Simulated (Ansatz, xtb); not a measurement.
**Isomers of C4H4ClFO in order of energy**

10 gas-phase structures of C4H4ClFO, from a drawn sample of its isomers (lower ones may exist). Each was relaxed with GFN2-xTB; where two conformers were screened, the lower at r2SCAN-D4/def2-SVP is listed:

A. `C/C(=C\F)C(=O)Cl`, a singlet
B. `F[C@@H]1C=C(Cl)OC1`, a singlet
C. `O=C=CC[C@H](F)Cl`, a singlet
D. `C/C=C(\F)C(=O)Cl`, a singlet
E. `F[C@@H]1C=C(Cl)CO1`, a singlet
F. `FC1=C(Cl)CCO1`, a singlet
G. `C=CO/C(F)=C/Cl`, a singlet
H. `O=C/C(F)=C/CCl`, a singlet
I. `F[C@]1(Cl)C=COC1`, a singlet
J. `F[C@@H]1OCC=C1Cl`, a singlet

Estimate their order in r2SCAN-D4/def2-SVP energy at these geometries, lowest first.

Calculated order at r2SCAN-D4/def2-SVP: A (0.000), D (0.083), E (0.589), J (0.625), I (0.635), C (0.681), B (0.749), H (0.813), F (0.817), G (1.647) eV. Less than 1 kcal/mol parts E and J; J and I; H and F, so the order within those pairs means little.

Energies above the lowest of each column, in eV; the last columns are at PBE0-D3(BJ)/def2-SVP geometries and were run for some of them only (a dash: not run or not comparable):

| structure | GFN2-xTB | HF/STO-3G | r2SCAN-D4/def2-SVP | PBE0-D3(BJ)/def2-SVP | CCSD(T)/def2-SVP + ΔMP2/def2-TZVPP |
| --- | --- | --- | --- | --- | --- |
| A | 0.263 | 0.942 | 0.000 | 0.000 | 0.000 |
| D | 0.351 | 1.003 | 0.083 | 0.101 | 0.130 |
| E | 0.025 | 0.389 | 0.589 | 0.415 | 0.329 |
| J | 0.066 | 0.413 | 0.625 | 0.448 | 0.365 |
| I | 0.048 | 0.145 | 0.635 | 0.509 | 0.473 |
| C | 0.678 | 1.560 | 0.681 | 0.613 | – |
| B | 0.000 | 0.379 | 0.749 | – | – |
| H | 1.033 | 1.467 | 0.813 | – | – |
| F | 0.035 | 0.000 | 0.817 | – | – |
| G | 1.151 | 2.169 | 1.647 | – | – |

CCSD(T)/def2-SVP + ΔMP2/def2-TZVPP puts A lowest of those it was run on; GFN2-xTB picks B, HF/STO-3G picks F. Some further structures that were screened fall inside this span and aren't listed. Flexible structures stand in one conformer each, not always the lowest. Frequencies (GFN2-xTB) were run for A, D, E, I, J alone. The ΔMP2 step shifts differences by up to 0.217 eV, which makes them less sure. ΔMP2 is the change of the MP2 energy from the smaller to the larger basis.

Over these structures GFN2-xTB departs from r2SCAN-D4/def2-SVP by 0.389 eV on average once a common shift is removed. A GFN2-xTB relaxation took about 0.13 s and the r2SCAN-D4/def2-SVP energy about 2 s on a shared host (Ansatz 0.2.0, xtb 6.7.1).
